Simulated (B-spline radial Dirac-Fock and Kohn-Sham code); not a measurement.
## 4p1/2 photoionisation of Tc⁴⁺ near threshold

System: the Tc⁴⁺ ion, 1s2 2s2 2p6 3s2 3p6 3d10 4s2 4p6 4d3. The computed 4p1/2 threshold is 101.9 eV; without correlation, outer thresholds are uncertain by 1 to 2 eV. With an open shell the threshold is an average over the terms of the final ion.

Model: Dirac-Hartree-Slater photoionisation with all multipoles and Dirac-Fock thresholds. Program: a B-spline atomic structure program. Interchannel coupling and autoionising resonances are not included, so magnitudes near threshold are approximate.

```
kinetic energy (eV)  σ (Mb)      β
                1.5   0.182  -0.26
                2.3   0.179  -0.28
                3.7   0.176  -0.30
                5.7   0.171  -0.32
                9.0   0.165  -0.34
               14.0   0.156  -0.34
               21.9   0.147  -0.28
               34.2   0.136  -0.10
               53.5   0.128   0.23
               83.7   0.117   0.64
              130.9   0.100   1.03
              204.6  0.0796   1.32
              319.9  0.0557   1.51
```

The cross section shows no minimum in this range. It is largest at the lowest energy, 0.182 Mb. β ranges from -0.35 (at 11.2 eV) to 1.58.
